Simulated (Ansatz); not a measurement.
Steps of a relaxation of `[BH2][Al]([CH2]F)[O]C` with RKS PBE-D4/def2-SVP.

```sh
$ ansatz run in.yaml --threads 4 --pin off --events-out ev --progress --plain --max-ram 10444MiB
```

```yaml
crystal:
  periodic: [false, false, false]
  atoms:
    - {symbol: B, position_ang: [-0.068000, -2.323100, -0.657200]}
    - {symbol: Al, position_ang: [0.313400, -0.280900, -0.409800]}
    - {symbol: C, position_ang: [1.975400, 0.266200, 0.474900]}
    - {symbol: F, position_ang: [2.140400, 1.653400, 0.562000]}
    - {symbol: O, position_ang: [-0.881900, 1.006200, -0.999000]}
    - {symbol: C, position_ang: [-1.784600, 1.324300, 0.053000]}
    - {symbol: H, position_ang: [-1.100300, -2.597400, -1.184700]}
    - {symbol: H, position_ang: [0.682600, -3.082900, -0.300000]}
    - {symbol: H, position_ang: [2.040600, -0.147800, 1.553300]}
    - {symbol: H, position_ang: [2.875600, -0.109600, -0.071800]}
    - {symbol: H, position_ang: [-2.392600, 0.413500, 0.357600]}
    - {symbol: H, position_ang: [-2.474400, 2.089800, -0.288600]}
    - {symbol: H, position_ang: [-1.305800, 1.753500, 0.925100]}
basis:
  gaussian: {orbitals: def2-SVP}
hamiltonian: {xc: pbe, dispersion: d4}
relax: {f_tol: 0.03, max_steps: 200}
```

Positions (Å) and forces (eV/Å) along the path, 12 of 25 steps:

```xyz
13
step=1 energy=-14203.1147 eV
B    -0.068   -2.323   -0.657   -1.373    1.744   -0.612
Al    0.313   -0.281   -0.410   -1.103    1.615   -0.796
C     1.975    0.266    0.475    0.501    0.363    1.008
F     2.140    1.653    0.562   -0.137    0.289    0.048
O    -0.882    1.006   -0.999    1.340   -1.292    0.903
C    -1.785    1.324    0.053   -0.192   -1.222   -0.899
H    -1.100   -2.597   -1.185   -0.422   -0.551   -0.229
H     0.683   -3.083   -0.300    1.491   -1.970    0.683
H     2.041   -0.148    1.553    0.007    0.087   -1.000
H     2.876   -0.110   -0.072   -0.035   -0.381    0.127
H    -2.393    0.413    0.358    0.093    0.523    0.087
H    -2.474    2.090   -0.289   -0.745    0.516   -0.318
H    -1.306    1.754    0.925    0.576    0.278    0.998
13
step=3 energy=-14203.5652 eV
B    -0.082   -2.383   -0.732   -0.075   -0.126    0.181
Al    0.343   -0.282   -0.404    0.189   -0.116   -0.272
C     2.019    0.337    0.483    0.017    0.028   -0.070
F     2.087    1.731    0.604    0.020   -0.098    0.002
O    -0.809    0.936   -0.872   -0.294   -0.114    0.621
C    -1.792    1.360    0.067   -0.042    0.257   -0.252
H    -1.152   -2.743   -1.202    0.078    0.038   -0.048
H     0.653   -3.308   -0.391   -0.032    0.194   -0.094
H     2.082   -0.122    1.500    0.007   -0.008    0.112
H     2.937   -0.043   -0.036   -0.039    0.073   -0.013
H    -2.445    0.525    0.430    0.053    0.012   -0.065
H    -2.476    2.109   -0.404    0.150   -0.107    0.066
H    -1.345    1.848    0.972   -0.031   -0.033   -0.168
13
step=7 energy=-14203.8387 eV
B     0.031   -2.563   -0.823    0.029   -0.087   -0.036
Al    0.335   -0.499   -0.330   -0.001   -0.028   -0.055
C     1.968    0.330    0.465    0.075   -0.003    0.019
F     1.786    1.707    0.679   -0.010   -0.063    0.003
O    -1.043    0.504   -0.490   -0.551    0.338    0.362
C    -1.813    1.506    0.147    0.177   -0.263   -0.122
H    -0.915   -2.921   -1.511    0.107    0.043    0.009
H     0.737   -3.470   -0.398   -0.066    0.074   -0.015
H     2.173   -0.166    1.448    0.046    0.050   -0.005
H     2.899    0.176   -0.136   -0.050    0.007    0.032
H    -2.671    1.040    0.702    0.219    0.156   -0.126
H    -2.250    2.205   -0.607    0.081   -0.113    0.051
H    -1.214    2.117    0.869   -0.056   -0.111   -0.119
13
step=10 energy=-14203.9474 eV
B     0.065   -2.617   -0.893   -0.047   -0.104    0.008
Al    0.259   -0.589   -0.275   -0.061    0.053    0.011
C     1.859    0.364    0.468    0.051    0.034    0.019
F     1.581    1.742    0.574    0.013   -0.049    0.023
O    -1.218    0.294   -0.289    0.019   -0.066    0.000
C    -1.726    1.505    0.205   -0.077    0.071    0.080
H    -0.633   -2.939   -1.843    0.084    0.028    0.002
H     0.586   -3.552   -0.300   -0.016    0.041   -0.023
H     2.120   -0.029    1.485   -0.025    0.043   -0.055
H     2.791    0.240   -0.136   -0.024   -0.020    0.000
H    -2.586    1.310    0.893    0.093    0.045   -0.071
H    -2.115    2.133   -0.632    0.021   -0.038    0.045
H    -0.963    2.103    0.756   -0.031   -0.038   -0.039
13
step=11 energy=-14203.9586 eV
B     0.078   -2.653   -0.893   -0.014    0.027   -0.138
Al    0.210   -0.617   -0.259   -0.061    0.016    0.051
C     1.807    0.371    0.451    0.033   -0.033    0.032
F     1.515    1.746    0.540    0.047   -0.025   -0.020
O    -1.265    0.269   -0.232    0.001   -0.048   -0.020
C    -1.699    1.523    0.232   -0.053    0.021    0.052
H    -0.466   -2.957   -1.950    0.091    0.010    0.139
H     0.543   -3.588   -0.257   -0.054    0.024   -0.012
H     2.076    0.000    1.472   -0.011    0.007   -0.021
H     2.735    0.240   -0.156    0.005    0.023   -0.014
H    -2.552    1.395    0.942    0.081    0.036   -0.048
H    -2.072    2.140   -0.618    0.003   -0.013    0.029
H    -0.891    2.097    0.743   -0.068   -0.046   -0.029
13
step=13 energy=-14203.9671 eV
B     0.081   -2.636   -0.899   -0.016   -0.017    0.026
Al    0.201   -0.616   -0.223    0.027   -0.012   -0.092
C     1.822    0.365    0.448   -0.014   -0.013    0.016
F     1.547    1.744    0.517    0.001    0.022    0.009
O    -1.279    0.259   -0.212   -0.015   -0.016    0.016
C    -1.716    1.518    0.236   -0.005    0.027    0.035
H    -0.380   -2.936   -1.990    0.052    0.026    0.027
H     0.464   -3.586   -0.231   -0.023    0.024   -0.012
H     2.099    0.007    1.471    0.019    0.007    0.006
H     2.741    0.221   -0.169   -0.017   -0.039   -0.013
H    -2.558    1.404    0.956    0.022    0.004   -0.015
H    -2.097    2.122   -0.619   -0.001   -0.012    0.009
H    -0.905    2.100    0.730   -0.029   -0.001   -0.012
13
step=15 energy=-14203.9762 eV
B     0.102   -2.619   -0.899   -0.140   -0.190   -0.016
Al    0.198   -0.600   -0.232    0.005    0.029    0.014
C     1.835    0.356    0.431   -0.003    0.006   -0.001
F     1.595    1.742    0.505    0.000   -0.017   -0.004
O    -1.291    0.259   -0.184    0.026   -0.032   -0.009
C    -1.740    1.519    0.252   -0.006    0.018   -0.002
H    -0.147   -2.914   -2.066    0.105    0.014    0.191
H     0.256   -3.578   -0.140   -0.005    0.176   -0.180
H     2.124   -0.010    1.447    0.003    0.004    0.002
H     2.735    0.183   -0.207    0.004    0.010   -0.003
H    -2.553    1.402    1.004    0.016    0.000   -0.001
H    -2.167    2.094   -0.602    0.009   -0.009    0.017
H    -0.927    2.130    0.705   -0.014   -0.007   -0.009
13
step=18 energy=-14203.9819 eV
B     0.096   -2.619   -0.900   -0.044   -0.060   -0.017
Al    0.186   -0.604   -0.232    0.009    0.046    0.014
C     1.828    0.355    0.429   -0.031   -0.014   -0.003
F     1.590    1.741    0.495   -0.004   -0.009   -0.006
O    -1.302    0.259   -0.187    0.033   -0.024    0.000
C    -1.737    1.521    0.256   -0.009   -0.002   -0.002
H    -0.072   -2.922   -2.073    0.037    0.005    0.059
H     0.214   -3.572   -0.140   -0.006    0.044   -0.047
H     2.115   -0.006    1.448    0.005    0.002    0.000
H     2.728    0.178   -0.208    0.007    0.002   -0.006
H    -2.526    1.409    1.033   -0.002    0.001    0.008
H    -2.188    2.092   -0.587   -0.002    0.002   -0.003
H    -0.911    2.133    0.681    0.005    0.007    0.002
13
step=21 energy=-14203.9847 eV
B     0.092   -2.620   -0.902   -0.001    0.000   -0.002
Al    0.183   -0.607   -0.224   -0.005   -0.001    0.000
C     1.828    0.349    0.423    0.002    0.000    0.000
F     1.579    1.734    0.473    0.007    0.006    0.002
O    -1.299    0.260   -0.170    0.002   -0.004    0.004
C    -1.739    1.524    0.265    0.003   -0.007   -0.003
H     0.035   -2.924   -2.083    0.008    0.002    0.002
H     0.124   -3.572   -0.139   -0.009    0.000   -0.001
H     2.126    0.004    1.444   -0.002    0.001   -0.002
H     2.725    0.173   -0.219   -0.003    0.000   -0.002
H    -2.518    1.414    1.052    0.000    0.001    0.001
H    -2.203    2.084   -0.579   -0.003    0.000    0.000
H    -0.912    2.146    0.675    0.000    0.001   -0.001
13
step=22 energy=-14203.9854 eV
B     0.091   -2.619   -0.904    0.006   -0.048   -0.038
Al    0.182   -0.609   -0.218    0.008    0.005   -0.004
C     1.832    0.348    0.419   -0.006    0.025   -0.004
F     1.582    1.734    0.462    0.007   -0.019    0.004
O    -1.298    0.258   -0.157   -0.023    0.018    0.007
C    -1.742    1.524    0.269    0.004   -0.003    0.001
H     0.108   -2.921   -2.090   -0.001    0.013    0.081
H     0.053   -3.572   -0.138   -0.006    0.031   -0.041
H     2.136    0.010    1.440    0.002    0.001    0.004
H     2.724    0.169   -0.228    0.001   -0.003   -0.001
H    -2.513    1.416    1.066    0.007   -0.001   -0.007
H    -2.218    2.073   -0.574    0.003   -0.010    0.004
H    -0.916    2.155    0.666   -0.004   -0.009   -0.005
13
step=23 energy=-14203.9858 eV
B     0.094   -2.618   -0.903   -0.030   -0.028   -0.034
Al    0.185   -0.608   -0.216    0.015   -0.001    0.000
C     1.834    0.350    0.419   -0.013    0.026   -0.003
F     1.586    1.736    0.463    0.005   -0.018    0.003
O    -1.298    0.255   -0.153   -0.016    0.013    0.005
C    -1.743    1.522    0.270    0.000   -0.001    0.002
H     0.125   -2.920   -2.088    0.011    0.012    0.051
H     0.025   -3.572   -0.143    0.008    0.019   -0.017
H     2.139    0.011    1.439    0.005    0.000    0.004
H     2.725    0.170   -0.230    0.005   -0.004   -0.002
H    -2.510    1.416    1.071    0.009   -0.001   -0.008
H    -2.225    2.066   -0.574    0.004   -0.009    0.004
H    -0.916    2.157    0.660   -0.003   -0.008   -0.004
13
step=25 energy=-14203.9861 eV
B     0.090   -2.616   -0.903    0.003   -0.011   -0.012
Al    0.185   -0.608   -0.213   -0.003   -0.006    0.001
C     1.836    0.351    0.417   -0.004    0.012    0.002
F     1.589    1.737    0.465   -0.001   -0.010    0.000
O    -1.301    0.251   -0.145   -0.004    0.005    0.001
C    -1.744    1.520    0.271   -0.001    0.002    0.001
H     0.161   -2.917   -2.085   -0.001    0.005    0.017
H    -0.010   -3.571   -0.148    0.000    0.010   -0.005
H     2.145    0.011    1.436    0.003   -0.001    0.001
H     2.724    0.172   -0.235    0.003   -0.001   -0.002
H    -2.503    1.420    1.080    0.006    0.001   -0.005
H    -2.235    2.055   -0.573    0.002   -0.003    0.004
H    -0.915    2.160    0.648   -0.004   -0.003   -0.002
```

Run time 41 s (4 threads of an Arm Neoverse V1 on a shared host); peak host memory 0.2 GiB.
